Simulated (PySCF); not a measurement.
Consider `C=CCC(=O)OC` (C5H8O2). Numbering: `[CH2:1]=[CH:2][CH2:3][C:4](=[O:5])[O:6][CH3:7]`

Energies: M06-2X/def2-TZVP (PySCF, density fitting, integration grid level 3) on PBE0-D3(BJ)/def2-SVP structures. Thermal corrections: GFN2-xTB frequencies, unscaled, ideal gas at 298.15 K and 1 bar, quasi-RRHO entropy. These were taken at the GFN2-xTB minima.

Problem. Rank these bonds by dissociation enthalpy, weakest first.
A. C7–H
B. C2–C3
C. C3–C4
D. C1–H

Solution. C (334 kJ/mol), B (398 kJ/mol), A (413 kJ/mol), D (457 kJ/mol).

Not ranked, since the method can't order them against a listed neighbour: C4–O6 (421 kJ/mol).

Problem. For C7–H, what are ΔE (electronic) and ΔG(298 K) of the homolysis?

Solution. ΔE = 444 and ΔG = 378 kJ/mol, beside ΔH = 413 kJ/mol. The radicals are `[CH2]OC(=O)CC=C` and H•.

Caveats: the order of C7–H and C4–O6 is undecided: the gaps lie inside the method's error (some 10 kJ/mol, one structure a species); radicals beside a multiple bond are drawn in one resonance form, and their spin spreads.
